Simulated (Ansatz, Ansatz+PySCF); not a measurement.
```xyz
2

C     0.0000    0.0000    0.0000
F     0.0000    0.0000    1.3992
```

Basis set: def2-SVP (spherical functions). Correlated methods keep 2 orbitals frozen. Correlation on ROHF uses semicanonical orbitals with singles. Charge 0, multiplicity 2.

Computed with Ansatz (development build ahead of 0.2.0); each method stands on the lowest determinant of its kind that the runs found.

The atomization energy at this shape (free ground-state atoms in the same class of orbitals less the molecule, no zero-point energy) of doublet CF:

| method | atomization energy |
| --- | --- |
| ROHF-CCSD(T) | 117.44 kcal/mol |
| ROHF | 72.38 kcal/mol |
| UHF | 70.41 kcal/mol |

Task: What does ROHF-MP2 give?

Result: 122.14 kcal/mol. Caution: the shape is not the minimum.
